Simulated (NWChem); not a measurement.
## Excited singlets of CF2 by symmetry

```xyz
3

F      1.0291     0.0000    -0.1980
C      0.0000     0.0000     0.5940
F     -1.0291     0.0000    -0.1980
```
Charge 0, spin multiplicity 1.

Program: NWChem. Structure: optimised with B3LYP/def2-SVP, a minimum by its harmonic frequencies.

Basis set: def2-SVPD. Symmetry labels belong to the abelian group C2v used in the runs, with the axes of the coordinates shown. Entries are the lowest vertical excitation energy of each symmetry in eV (for CIS and TDDFT among the lowest few roots); a state of one symmetry need not have the same character in every method. Symmetries that some method's roots don't reach, or where a double excitation leads the EOM-CCSD root, are left out.

The correlated methods keep 3 core orbitals frozen. B3LYP has NWChem's definition, with VWN1-RPA local correlation. The structure started from a generated list of species. No row is a measurement; the coupled-cluster row has its own basis-set and correlation limits.

```
method          b2     a1     b1
------------  ----  -----  -----
CIS           5.18  10.98  11.51
TD-PBE        4.67   8.45   9.01
TD-B3LYP      4.69   9.07   9.53
TD-BHandHLYP  4.71   9.91  10.32
EOM-CCSD      5.06   9.90  10.10
```
